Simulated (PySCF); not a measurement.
## Broadened absorption spectrum of C2H11GeNSi

Compound: C2H11GeNSi.
Geometry (PBE0-D3(BJ)/def2-SVP, Å), atoms numbered from 1 in this order:
```
atom  x, y, z in Å
C1     1.9391    0.1198    0.9092
Ge2    0.9682    1.0959   -0.4794
C3    -0.2749   -0.0907   -1.4204
Si4   -1.3839   -1.0851   -0.2669
N5    -2.0182   -0.2115    1.0922
H6     2.6509    0.7815    1.4235
H7     2.4985   -0.7180    0.4676
H8     1.2450   -0.2902    1.6576
H9     0.1833    2.2608    0.1630
H10    1.9789    1.6997   -1.4811
H11   -0.8898    0.5265   -2.0971
H12    0.3055   -0.7795   -2.0585
H13   -2.5429   -1.6177   -1.0496
H14   -0.5910   -2.2200    0.2982
H15   -2.6594    0.5609    0.9514
H16   -1.4278   -0.0398    1.8978
```

Level of theory: TDDFT PBE0/def2-SVPD, vertical, gas phase, core orbitals frozen in the response (PySCF). Relativistic effects, spin–orbit coupling among them, are left out although an element past zinc is present.

Broadening: Gaussians 0.3 eV wide at half height, area fixed by f = 4.319×10⁻⁹ ∫ε dν̃. The width is an assumption, not a result. The curve ends short of the highest state used, and states not computed would add to its high-energy end.

```json
{"E (eV)": "5.67", "ε (L mol⁻¹ cm⁻¹)": "3"}
{"E (eV)": "5.73", "ε (L mol⁻¹ cm⁻¹)": "15"}
{"E (eV)": "5.79", "ε (L mol⁻¹ cm⁻¹)": "56"}
{"E (eV)": "5.84", "ε (L mol⁻¹ cm⁻¹)": "143"}
{"E (eV)": "5.90", "ε (L mol⁻¹ cm⁻¹)": "363"}
{"E (eV)": "5.96", "ε (L mol⁻¹ cm⁻¹)": "737"}
{"E (eV)": "6.02", "ε (L mol⁻¹ cm⁻¹)": "1198"}
{"E (eV)": "6.07", "ε (L mol⁻¹ cm⁻¹)": "1516"}
{"E (eV)": "6.13", "ε (L mol⁻¹ cm⁻¹)": "1641"}
{"E (eV)": "6.19", "ε (L mol⁻¹ cm⁻¹)": "1424"}
{"E (eV)": "6.24", "ε (L mol⁻¹ cm⁻¹)": "1067"}
{"E (eV)": "6.30", "ε (L mol⁻¹ cm⁻¹)": "616"}
{"E (eV)": "6.36", "ε (L mol⁻¹ cm⁻¹)": "285"}
{"E (eV)": "6.42", "ε (L mol⁻¹ cm⁻¹)": "106"}
{"E (eV)": "6.47", "ε (L mol⁻¹ cm⁻¹)": "39"}
{"E (eV)": "6.53", "ε (L mol⁻¹ cm⁻¹)": "10"}
{"E (eV)": "6.59", "ε (L mol⁻¹ cm⁻¹)": "5"}
{"E (eV)": "6.65", "ε (L mol⁻¹ cm⁻¹)": "14"}
{"E (eV)": "6.70", "ε (L mol⁻¹ cm⁻¹)": "44"}
{"E (eV)": "6.76", "ε (L mol⁻¹ cm⁻¹)": "147"}
{"E (eV)": "6.82", "ε (L mol⁻¹ cm⁻¹)": "401"}
{"E (eV)": "6.87", "ε (L mol⁻¹ cm⁻¹)": "783"}
{"E (eV)": "6.93", "ε (L mol⁻¹ cm⁻¹)": "1447"}
{"E (eV)": "6.99", "ε (L mol⁻¹ cm⁻¹)": "2223"}
{"E (eV)": "7.05", "ε (L mol⁻¹ cm⁻¹)": "2969"}
{"E (eV)": "7.10", "ε (L mol⁻¹ cm⁻¹)": "3592"}
{"E (eV)": "7.16", "ε (L mol⁻¹ cm⁻¹)": "4541"}
{"E (eV)": "7.22", "ε (L mol⁻¹ cm⁻¹)": "5830"}
{"E (eV)": "7.28", "ε (L mol⁻¹ cm⁻¹)": "7148"}
{"E (eV)": "7.33", "ε (L mol⁻¹ cm⁻¹)": "7816"}
```

Task: Locate the maxima and give the states behind the curve.

Result: 203 nm (6.12 eV), ε about 1600, made up of S1 (100%) (ε in L mol⁻¹ cm⁻¹; maxima over ε = 5, shares over 10%). At its high-energy end, 7.33 eV, the curve is still rising (ε about 7800, from S4). The states used: S1 6.12 eV (f 0.018); S2 7.06 eV (f 0.026); S3 7.25 eV (f 0.0065); S4 7.34 eV (f 0.067); S5 7.43 eV (f 0.011); S6 7.59 eV (f 0.027); S7 7.68 eV (f 0.020); S8 7.74 eV (f 0.015); S9 7.86 eV (f 0.043); S10 7.93 eV (f 0.028).

Task: On this curve, what absorbance would a 10⁻⁴ mol/L sample give at 193 nm over a 1 cm path?

Result: 193 nm is 6.424 eV, where ε is about 98 L mol⁻¹ cm⁻¹, so A = ε c l ≈ 0.0098 (Beer–Lambert, with the gas-phase spectrum and the assumed width).

Task: What would ε be at 6.12 eV, the highest of these maxima, with half the width (0.15 eV)?

Result: About 3290 L mol⁻¹ cm⁻¹ against 1640, a factor of about 2.00; a lone state at its own centre would give exactly 2.

Task: Coming from long wavelengths, where does ε first pass 100 L mol⁻¹ cm⁻¹?

Result: At about 213 nm (5.82 eV), 0.30 eV below S1.

The vertical ionisation energy (ΔSCF) is 9.22 eV, 1.29 eV above S10.

One conformer stands for the species.

Without π bonds the low states are Rydberg-like; a valence basis with one diffuse set may place them up to an eV too high.
